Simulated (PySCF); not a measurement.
Species: C₅H₁₀SSi.
Numbering: `[CH3:1][C@@H:2]1[CH:3]=[C:4]([S:5][SiH3:6])[CH2:7]1` (hydrogens: H8, H9, H10 on C1; H11 on C2; H12 on C3; H13, H14, H15 on Si6; H16, H17 on C7)

The same species was optimised twice, with GFN2-xTB and with PBE0-D3(BJ)/def2-SVP (PySCF), and the same property calculations (PySCF, gas phase) were run on both structures.

```tsv
coordinate	GFN2-xTB	PBE0-D3(BJ)/def2-SVP	change
C3=C4 (Å)	1.334	1.347	+0.013
C2–C7 (Å)	1.555	1.562	+0.007
C4–S5 (Å)	1.745	1.751	+0.006
C2–C3 (Å)	1.511	1.516	+0.005
C4–C7 (Å)	1.504	1.508	+0.004
C1–C2 (Å)	1.520	1.517	-0.003
S5–Si6 (Å)	2.150	2.150	0.000
C4–S5–Si6 (°)	101.5	99.6	-1.9
C1–C2–C3 (°)	115.9	117.4	+1.5
C3–C4–S5 (°)	136.3	137.6	+1.3
S5–C4–C7 (°)	128.7	127.6	-1.1
C1–C2–C7 (°)	115.6	116.6	+1.0
C2–C7–C4 (°)	85.4	85.6	+0.2
C3–C4–C7 (°)	94.9	94.8	-0.1
C2–C3–C4 (°)	93.5	93.4	-0.1
C3–C4–S5–Si6 (°)	-3	-3	0
```

Rotational constants: A = 4182, B = 924.4, C = 805.2 MHz (GFN2-xTB) against A = 4138, B = 922.2, C = 800.0 MHz (PBE0-D3(BJ)/def2-SVP). Point groups within 0.08 Å: C1 and C1.

On the GFN2-xTB structure: lowest singlet, TDDFT (eV) 5.42 [CAM-B3LYP/def2-SVPD]; isotropic polarisability (au) 106.0 [CAM-B3LYP/def2-SVPD]; HOMO (eV) -7.54 [CAM-B3LYP/def2-SVPD]; LUMO (eV) 0.84 [CAM-B3LYP/def2-SVPD]; dipole (D) 1.29 [CAM-B3LYP/def2-SVPD]; HOMO (eV) -6.32 [PBE0/pcSseg-1]; LUMO (eV) 0.16 [PBE0/pcSseg-1]; dipole (D) 1.38 [PBE0/pcSseg-1]; GIAO shielding of C1 (ppm) 164.6 [PBE0/pcSseg-1]; GIAO shielding of C2 (ppm) 148.6 [PBE0/pcSseg-1]; GIAO shielding of C3 (ppm) 46.4 [PBE0/pcSseg-1]; GIAO shielding of C4 (ppm) 39.4 [PBE0/pcSseg-1]; GIAO shielding of S5 (ppm) 610.7 [PBE0/pcSseg-1]; GIAO shielding of Si6 (ppm) 411.9 [PBE0/pcSseg-1]; GIAO shielding of C7 (ppm) 142.7 [PBE0/pcSseg-1].

Problem. What do these properties become on the PBE0-D3(BJ)/def2-SVP structure?

Solution. 
```
                                    property                level  on GFN2-xTB  on PBE0-D3(BJ)/def2-SVP  change
                  lowest singlet, TDDFT (eV)  CAM-B3LYP/def2-SVPD         5.42                     5.39   -0.03
               isotropic polarisability (au)  CAM-B3LYP/def2-SVPD        106.0                    108.1    +2.1
                                   HOMO (eV)  CAM-B3LYP/def2-SVPD        -7.54                    -7.63   -0.09
                                   LUMO (eV)  CAM-B3LYP/def2-SVPD         0.84                     0.84    0.00
                                  dipole (D)  CAM-B3LYP/def2-SVPD         1.29                     1.16   -0.13
energy, GFN2-xTB geometry as zero (kcal/mol)  CAM-B3LYP/def2-SVPD          0.0                     -1.5    -1.5
                                   HOMO (eV)        PBE0/pcSseg-1        -6.32                    -6.41   -0.09
                                   LUMO (eV)        PBE0/pcSseg-1         0.16                     0.15   -0.01
                                  dipole (D)        PBE0/pcSseg-1         1.38                     1.23   -0.15
energy, GFN2-xTB geometry as zero (kcal/mol)        PBE0/pcSseg-1          0.0                     -1.5    -1.5
                  GIAO shielding of C1 (ppm)        PBE0/pcSseg-1        164.6                    163.1    -1.5
                  GIAO shielding of C2 (ppm)        PBE0/pcSseg-1        148.6                    146.3    -2.3
                  GIAO shielding of C3 (ppm)        PBE0/pcSseg-1         46.4                     43.7    -2.7
                  GIAO shielding of C4 (ppm)        PBE0/pcSseg-1         39.4                     38.0    -1.4
                  GIAO shielding of S5 (ppm)        PBE0/pcSseg-1        610.7                    603.7    -7.0
                 GIAO shielding of Si6 (ppm)        PBE0/pcSseg-1        411.9                    407.7    -4.2
                  GIAO shielding of C7 (ppm)        PBE0/pcSseg-1        142.7                    139.8    -2.9
```

The heavy atoms differ by 0.026 Å rms after alignment. Among bonds between heavy atoms C3=C4 changes most (+0.013 Å). Changes are differences of the printed values. Neither structure is proved a minimum here.

Conformer computed: `[CH3:1][C@@H:2]1[CH:3]=[C:4]([S:5][SiH3:6])[CH2:7]1`: C3–C4–S5–Si6 -3°.
